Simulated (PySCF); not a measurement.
## Structure elucidation problem

The spectra below were simulated for a compound C$_{6}$H$_{12}$N$_{2}$Si.

$^{1}$H NMR (500 MHz, computed): δ 7.78 (m, 1H), 7.36 (m, 1H), 5.27 (sept, 1H), 2.29 (s, 3H), 0.45 (d, 6H).

$^{13}$C{$^{1}$H} NMR (computed): δ 149.0 (CH), 137.3 (CH), 121.9 (C), 11.1 (CH3), -0.7 (CH3).

PySCF calculation with coordinates at the GFN2-xTB level and NMR shieldings at PBE0/pcSseg-1/GIAO; gas phase, one conformer, equivalent nuclei averaged, non-relativistic Hamiltonian.

Referencing at the same level of theory: $^{1}$H (σ = 31.72 ppm) and $^{13}$C (σ = 186.93 ppm) against TMS.

Task: Which candidate is it?
A. Cc1cnn([SiH](C)C)c1
B. C=C[C@H]1CN([SiH3])N=C1C
C. C#C[C@@](C)(/C=N\C)N[SiH3]
D. C[Si](C)(C)c1cn[nH]c1
E. CN(C)[Si@H]1C[C@H](C#N)C1
F. Cc1ccnn1[SiH](C)C

Result: A. 

The formula gives 3 degrees of unsaturation (1 ring in the answer). 5 carbon signals for 6 carbons: some carbons are equivalent by symmetry or fast rotation. Carbon types of the structure: 1 × C, 2 × CH, 3 × CH3, leaving 1 H on heteroatoms. δC 149.0, 137.3: aromatic CH next to a ring nitrogen. δC 121.9: substituted aromatic carbon. δC -0.7: methyl carbon bonded to Si; an electropositive neighbour leaves it electron-rich and shielded. δH 2.29: hydrogen on a methyl carbon on an aromatic ring; benzylic-type position, deshielded by the ring. δH 0.45: hydrogen on a methyl carbon bonded to Si; an electropositive neighbour shields it, as in TMS itself.

The others: C=C[C@H]1CN([SiH3])N=C1C would give 6 carbon signals, not 5; Cc1ccnn1[SiH](C)C has carbons computed at 148.9, 146.3, 112.8, 13.7, -1.3; C[Si](C)(C)c1cn[nH]c1 would give 4 carbon signals, not 5; C#C[C@@](C)(/C=N\C)N[SiH3] would give 6 carbon signals, not 5; CN(C)[Si@H]1C[C@H](C#N)C1 would give 4 carbon signals, not 5.

Shifts are as computed. Against solution values, carbons near 30 ppm lie about +3 ppm off and those near 130 ppm about +5 ppm. Of 1211 compounds with measured shifts, 218 miss one by over three times the rms of a fit or turn the order of signals round; such compounds aren't used in these exercises. No couplings were computed; multiplicities are counted from neighbouring protons, with m where these are inequivalent, close in shift, in a saturated or five-membered ring or joined by F or P, and br s for small geminal =CH2 splittings.
